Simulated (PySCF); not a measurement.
Problem. Write a Z-matrix for InChI=1S/C6H8ClFO/c1-2-3-5-6(8,4-7)9-5/h2,5H,1,3-4H2/t5-,6-/m0/s1 as optimised with GFN2-xTB.

Solution. 
Z-matrix in Å and degrees, rows numbered from 1:
```
C 
C   1  1.3187
C   2  1.4995  1  124.15
C   3  1.5114  2  109.62  1   117.88
O   4  1.4170  3  119.02  2   159.11
C   5  1.3728  4   63.39  3  -110.90
F   6  1.3638  4  117.33  5  -103.68
C   6  1.5048  4  124.27  5   106.83
Cl  8  1.7835  6  109.89  4    68.52
H   1  1.0760  2  121.91  3  -179.99
H   1  1.0778  2  121.79  3     0.57
H   2  1.0816  1  120.81  3   179.27
H   3  1.0913  2  110.67  1    -2.51
H   3  1.0926  2  110.00  1  -122.57
H   4  1.0875  3  115.23  2   -59.91
H   8  1.0902  6  110.34  4  -172.66
H   8  1.0892  6  109.93  4   -50.30
```

The 3-membered ring C4–O5–C6 has internal angles of 56.8° to 63.4°. Of the pairs four or more bonds apart, F7···H14 is among the closest relative to their van der Waals radii: 2.49 Å, 93 % of the sum of Bondi's values. The C–C distances run from 1.319 Å (C1=C2, drawn double) to 1.511 Å (C3–C4, drawn single), a spread of 0.192 Å. The 2 C–O bonds span 1.373 Å (O5–C6, drawn single) to 1.417 Å (C4–O5, drawn single), a spread of 0.044 Å.

Structure optimised with GFN2-xTB, isolated species.

Point group: C1 (no symmetry element, even within 0.4 Å). Not checked by GFN2-xTB frequencies. One conformer, not necessarily the lowest (C1–C2–C3–C4 118°, C2–C3–C4–O5 159°, O5–C6–C8–Cl9 140°).

These are computed values.
